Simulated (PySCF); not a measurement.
## Electron correlation in Al (aluminium, neutral)

[Ne] 3s2 4s1, 2S determinant (an excited configuration). Calculation: PySCF 2.14, in aug-cc-pCVTZ-DK with one added diffuse shell each of s, p, d, f type (9s8p6d4f, 91 functions); the spin-free X2C one-electron Hamiltonian (Gaussian nucleus). Frozen: 1s2; 11 electrons correlated.

MP2 pair energies summed by pair of shells (mhartree):

```
 pair   energy  share (%)
2p-2p  -190.51       60.4
2s-2p   -60.39       19.1
3s-3s   -27.81        8.8
2p-3s   -19.42        6.2
2s-2s    -9.57        3.0
3s-4s    -4.99        1.6
2s-3s    -1.93        0.6
2p-4s    -0.68        0.2
2s-4s    -0.07        0.0
```

Total MP2 correlation energy: -315.37 mhartree.

Same-spin part -78.75 and opposite-spin part -236.62 mhartree; SCS-MP2 scales them by 1/3 and 6/5 to -310.20 mhartree.
